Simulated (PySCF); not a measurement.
B3LYP has the VWN-RPA correlation part, as in Gaussian. 

Z-matrix (Å, degrees):
```
B
N 1 1.4298
H 2 1.0116 1 118.02
B 2 1.4130 3 117.82 1 180.00
H 4 1.1915 2 120.75 3 -0.02
H 4 1.1959 5 121.45 2 179.99
H 1 1.2018 2 117.30 3 -0.02
B 1 1.6622 7 119.57 2 180.00
H 8 1.1956 1 122.06 7 87.70
H 8 1.1957 9 115.74 1 175.85
```
Charge 0, spin multiplicity 1.

**Question.** Predict the HOMO, total energy and dipole moment from B3LYP-D3(BJ)/def2-TZVP (PySCF).

**Answer.** 
```
Item                  Value
-------------  ------------
HOMO               -8.06 eV
total energy   -132.9998 Ha
dipole moment     0.287 e·Å
```
